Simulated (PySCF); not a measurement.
# Unknowns

[PySCF 2.14.0 with density-fitted response routines: NMR shieldings at PBE0/pcSseg-1/GIAO; GFN2-xTB structure; couplings computed with B3LYP/pcJ-1 (spin–dipole term left out of most H,H and C,H couplings); one conformer; no solvent model; one averaged value for each set of equivalent atoms; non-relativistic Hamiltonian]

Referencing at the same level of theory: TMS for ¹H and ¹³C. Multiplet labels drop J under 1 Hz and among equivalent protons, and merge close values. Unscaled 3J(H,H) run several per cent high. Splittings of carbon signals by F and P are missing where no couplings were computed. Where no couplings were computed, multiplicities follow the n + 1 count of equivalent neighbours, and m marks all less simple cases (inequivalent or close neighbours, rings, F or P nearby). Acid and N–H amide carbonyl carbons lie up to 10 ppm further downfield in solution (hydrogen bonding). Shifts are as computed. Against solution values, carbons near 30 ppm lie about +3 ppm off and those near 130 ppm about +5 ppm. Of 1211 compounds with measured shifts, 218 miss one by over three times the rms of a fit or turn the order of signals round; such compounds aren't used in these exercises. OH and NH positions are gas-phase values without hydrogen bonding to other molecules.

Problem. C5H11O4P. ¹H NMR (300 MHz, computed): δ 4.51 (m, 2H), 4.39 (m, 2H), 4.38 (m, 2H), 2.27 (m, 1H), 1.37 (t, 3H), 1.16 (m, 1H). ¹³C{¹H} NMR (computed): δ 69.6, 65.1, 31.0, 19.6. Identify the compound.

Solution. SMILES O1P(OCC)(=O)OCCC1. 4 carbon signals for 5 carbons: some carbons are equivalent by symmetry or fast rotation. Carbon types of the structure: 4 × CH2, 1 × CH3, which accounts for all hydrogens. δC 69.6, 65.1: sp3 CH2 bonded to O; deshielded by the electronegative neighbour. δC 31.0: sp3 CH2 in a ring; a saturated carbon with 2 carbon neighbours and no heteroatom attached. δC 19.6: methyl carbon; a saturated carbon with 1 carbon neighbour and no heteroatom attached. δH 4.51, 4.39, 4.38: hydrogen on an sp3 CH2 bonded to O; its carbon carries O, an electronegative neighbour.

The data come from this structure; uniqueness wasn't tested.

Problem. C5H9NO. ¹H NMR (500 MHz, computed): δ 4.59 (br, 1H), 3.44 (m, 2H), 2.29 (m, 2H), 1.70 (m, 2H), 1.66 (m, 2H). ¹³C{¹H} NMR (computed): δ 169.5 (C), 46.0 (CH2), 34.9 (CH2), 27.0 (CH2), 25.8 (CH2). Identify the compound.

Solution. 2-piperidone (O=C1CCCCN1). The formula gives 2 degrees of unsaturation (1 ring in the answer). 5 carbon signals for 5 carbons: no two carbons are equivalent. Carbon types of the structure: 1 × C, 4 × CH2, leaving 1 H on heteroatoms. δC 169.5: amide carbonyl carbon; it is a carbonyl in resonance with an O or N lone pair, the region of acids, esters and amides. δC 46.0: sp3 CH2 bonded to N; deshielded by the electronegative neighbour. δH 4.59: hydrogen on an amide-type nitrogen; exchangeable; this is the value without hydrogen bonding to other molecules. δH 2.29: hydrogen on an sp3 CH2 α to a carbonyl; α to C=O.

The data come from this structure; uniqueness wasn't tested.
